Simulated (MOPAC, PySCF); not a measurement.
[Zn(SH)2], neutral singlet in the gas phase. 

Cartesian coordinates (Å):
```xyz
5

Zn     0.0359    -0.0625    -0.0133
S     -0.0263     0.4052    -2.1425
H     -1.3799     0.5770    -2.1076
S      0.1169    -0.5538     2.1101
H      0.3091     0.7547     2.4475
```
Charge 0, spin multiplicity 1.

All levels are single points at this geometry (PBE-D3(BJ)/def2-SVP); Pople sets use spherical d functions. Orbital energies aren't observables, and empty levels follow the basis.

B3LYP/LANL2DZ in PySCF gives HOMO (eV) = -7.36.

Problem. Estimate the HOMO (eV) from each of these levels: TPSSh-D3(BJ)/def2-TZVP in PySCF; B3LYP/6-311+G** (LANL2DZ on Zn) in PySCF; B3LYP/6-31G* (LANL2DZ on Zn) in PySCF; BP86/6-31G* (LANL2DZ on Zn) in PySCF; M06-2X/6-31G* (LANL2DZ on Zn) in PySCF; SVWN5/6-31G* (LANL2DZ on Zn) in PySCF; AM1 in MOPAC; PM7 in MOPAC.

Solution. 
```json
[
 {"level": "TPSSh-D3(BJ)/def2-TZVP in PySCF", "HOMO (eV)": "-6.87"},
 {"level": "B3LYP/6-311+G** (LANL2DZ on Zn) in PySCF", "HOMO (eV)": "-7.28"},
 {"level": "B3LYP/6-31G* (LANL2DZ on Zn) in PySCF", "HOMO (eV)": "-7.22"},
 {"level": "BP86/6-31G* (LANL2DZ on Zn) in PySCF", "HOMO (eV)": "-6.38"},
 {"level": "M06-2X/6-31G* (LANL2DZ on Zn) in PySCF", "HOMO (eV)": "-8.64"},
 {"level": "SVWN5/6-31G* (LANL2DZ on Zn) in PySCF", "HOMO (eV)": "-6.40"},
 {"level": "AM1 in MOPAC", "HOMO (eV)": "-10.07"},
 {"level": "PM7 in MOPAC", "HOMO (eV)": "-9.20"}
]
```
